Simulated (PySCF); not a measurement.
# Nitrogen: a sound run and one with changed settings

Sound run: N⁺ [He] 2s2 2p2, N²⁺ [He] 2s2 2p1. Computed with PySCF 2.14 in cc-pVDZ, with no relativity, point nucleus. The sound run starts from symmetry-adapted Hartree-Fock orbitals and uses a fine grid where one is needed.

A second run was set up differently.

| species | method | sound run (hartree) | changed run (hartree) | converged |
| --- | --- | --- | --- | --- |
| N⁺ | UHF | -53.88047 | -53.88047 | yes |
| N⁺ | r2SCAN | -54.02487 | -54.04736 | yes |
| N⁺ | PBE0 | -53.99268 | -54.01205 | yes |
| N²⁺ | UHF | -52.80564 | -52.80564 | yes |
| N²⁺ | r2SCAN | -52.91502 | -52.91813 | yes |
| N²⁺ | PBE0 | -52.89072 | -52.89920 | yes |

Ionisation energy of N⁺:

```
method  sound run (eV)  changed run (eV)
   UHF          29.247            29.247
r2SCAN          30.201            30.728
  PBE0          29.986            30.282
```

**Question.** What was changed?
A. level shift left on
B. radial grid too coarse
C. basis contracted for another Hamiltonian
D. all electrons correlated in a valence basis

**Answer.** B. It used radial step 0.8 in ln r (0.13 in the sound run). A coarse radial grid mis-integrates the density and the exchange-correlation energy, with errors of either sign; Hartree-Fock needs no grid.
